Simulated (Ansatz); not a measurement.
CH8BNSi can be A, `CNB[SiH3]`, or B, `BCN[SiH3]`.

Program: Ansatz. Geometries: PBE0-D4/def2-TZVP. ΔE: electronic, gas phase. CCSD(T)/CBS is the MP2 limit (def2-TZVPP, def2-QZVPP) plus CCSD(T) − MP2 in def2-TZVPP, frozen cores. Functionals use def2-TZVPP. B3LYP here is the variant with VWN-RPA as its local correlation; programs differ in this. Each species was taken in one conformer, which may not be the lowest.

A:

```xyz
12

C     1.7021   -0.5888    1.1431
N     0.5912    0.0948    0.5179
B    -0.2920   -0.4273   -0.4105
Si   -1.7785    0.7088   -1.1563
H     2.6511   -0.0918    0.9207
H     1.7487   -1.6089    0.7638
H     1.5847   -0.6272    2.2301
H     0.4859    1.0521    0.8205
H    -0.1323   -1.5700   -0.7442
H    -1.6814    0.8413   -2.6389
H    -3.1194    0.1261   -0.8608
H    -1.7600    2.0909   -0.5855
```

B:

Z-matrix (Å, degrees):
```
C
N 1 1.443
B 1 1.545 2 118.2
H 1 1.112 2 112.6 3 -120.0
H 1 1.103 2 111.3 3 125.4
Si 2 1.713 1 124.6 3 177.4
H 2 1.006 1 114.5 3 10.6
H 3 1.196 1 118.7 2 176.4
H 3 1.200 1 121.8 2 -5.5
H 6 1.486 2 107.3 1 178.2
H 6 1.490 2 110.5 1 58.0
H 6 1.494 2 113.5 1 -61.3
```

(1) Which is lower in electronic energy at CCSD(T)/CBS, and by how much? (An estimate is asked.)

(2) Give E(B) − E(A) in kJ/mol with LDA (SPW92), CCSD(T)/def2-SVP, HF/def2-TZVPP, CCSD/def2-TZVPP, B3LYP, PBE-D4, PBE0-D4. (Estimate.)

(3) Does the order hold for the free energy at 298.15 K (harmonic terms from PBE0-D4)? (An estimate is asked.)

Largest T1 diagnostic: 0.014.

## Answers

(1) The calculation gave: A, by 98.3 kJ/mol.

(2) Computed: LDA (SPW92) 117.4, CCSD(T)/def2-SVP 126.0, HF/def2-TZVPP 77.7, CCSD/def2-TZVPP 97.8, B3LYP 101.1, PBE-D4 114.1, PBE0-D4 106.6. None reverses the order clearly.

(3) Computed: Yes: G(B) − G(A) = +82.6 kJ/mol, for one conformer each.

From r2SCAN to r2SCAN0 (25 % exact exchange), in def2-TZVPP and without D4, E(B) − E(A) moves by −4.2 kJ/mol. Leaving LDA and LC-ωPBE aside and taking each functional with its dispersion term where it has one, the values, not all of them listed here, spread over 23.5 kJ/mol, from BHLYP-D4 to PBE-D4.
